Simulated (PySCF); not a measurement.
## Zr⁺ (zirconium, charge +1) across methods

[Kr] 4d1 5s2, 2D determinant (an excited configuration). Computed with PySCF 2.14 in x2c-TZVPPall with one added diffuse shell each of s, p, d, f type (9s7p7d3f1g, 95 functions), with the spin-free X2C one-electron Hamiltonian (Gaussian nucleus).

| method | E (hartree) | mean ε 4d α (eV) | mean ε 5s α (eV) | mean ε 5s β (eV) | Σ⟨r²⟩ (bohr²) | ⟨S²⟩ |
| --- | --- | --- | --- | --- | --- | --- |
| r2SCAN | -3597.90 | -13.165 | -11.264 | -10.877 | 50.63 | 0.766 |
| UHF | -3595.90934 | -16.898 | -12.844 | -12.406 | 50.71 | 0.780 |
| PBE0 | -3597.61 | -14.003 | -11.814 | -11.462 | 50.28 | 0.762 |
| wB97X | -3598.02 | -16.249 | -13.582 | -13.406 | 50.06 | 0.759 |
| BHandHLYP | -3597.93 | -15.042 | -12.251 | -11.972 | 50.31 | 0.765 |
| PBE | -3597.53 | -12.656 | -11.182 | -10.825 | 50.20 | 0.760 |
| CAM-B3LYP | -3598.13 | -15.162 | -12.787 | -12.501 | 50.12 | 0.760 |
| LDA | -3593.47 | -12.501 | -11.363 | -11.015 | 49.86 | 0.756 |
